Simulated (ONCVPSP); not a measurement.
manganese (Mn), ONCV: configuration errors across variants

Mn, optimised norm-conserving Vanderbilt (ONCV), made with ONCVPSP 4.0.1 (LDA (Perdew-Wang 92), scalar-relativistic). Core [Ne], reference 3s2 3p6 3d5 4s2. Waves: 3s+4s: rc 1.70 bohr, ncon 4, nbas 8, qcut 7.4 1/bohr, 3 projectors, debl 3.7 Ha; 3p: rc 1.10 bohr, ncon 4, nbas 8, qcut 9.7 1/bohr, 1 projector; 3d: rc 1.00 bohr, ncon 5, nbas 9, qcut 10.7 1/bohr, 2 projectors, debl 1.3 Ha. Local part: polynomial inside 0.70 bohr (lpopt 5, dvloc0 0 Ha). Core correction: Teter function, fcfact 4.5, rcfact 1.45.

All-electron excitation energies from the reference (eV): (1) 3s2 3p6 3d5 4s1 8.647; (2) 3s2 3p6 3d5 4s0 24.517; (3) 3s2 3p6 3d4 4s0 57.332; (4) 3s2 3p6 3d5 4s0 4p2 8.078.

Errors AE − PS in meV (a dash: test not solved or not reliable):

```tsv
change	(1)	(2)	(3)	(4)	bound ghosts	GHOST(+) flags above zero
base	-0.5	-1.0	-3.5	+40	none	s
p: rc 0.8	-0.5	-1.0	-4.8	+28	none	s
p: rc 0.98	-0.5	-1.0	-4.1	+34	none	s
p: rc 1.06	-0.5	-1.0	-3.6	+38	none	s
p: rc 1.4	-0.5	-1.0	-3.0	+44	none	s
p: rc 1.58	-0.5	-1.0	-4.1	+31	none	s
```

Question: Give the same row for: p: rc 1.26.

Answer: -0.5, -0.9, -3.0, +45; bound ghosts: none; GHOST(+) flags above zero: s.
